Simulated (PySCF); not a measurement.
SbAs at PBE

Level: PBE. Sb cc-pVDZ-PP with ECP28, As cc-pVDZ-PP with ECP10; scalar-relativistic core potentials (PySCF 2.14).

For SbAs, the state is ¹Σ⁺ (singlet), closed shell. The bond length is 2.325 Å. The harmonic wavenumber is 348 cm⁻¹ and the force constant is 3.31 mdyn/Å. The rotational constant Be is 0.06741 cm⁻¹, the anharmonicity ωexe is 0.617 cm⁻¹ and the vibration–rotation constant αe is 0.000168 cm⁻¹. The well depth De to Sb + As is 340 kJ/mol, the dissociation energy D0 is 338 kJ/mol and the HOMO–LUMO gap is 2.59 eV. The bond order (Mayer) is 2.97. The dipole moment (positive dipole means Sb(−)As(+)) is -0.82 D.

Spin–orbit coupling is left out, which matters for elements this heavy, above all for dissociation energies.
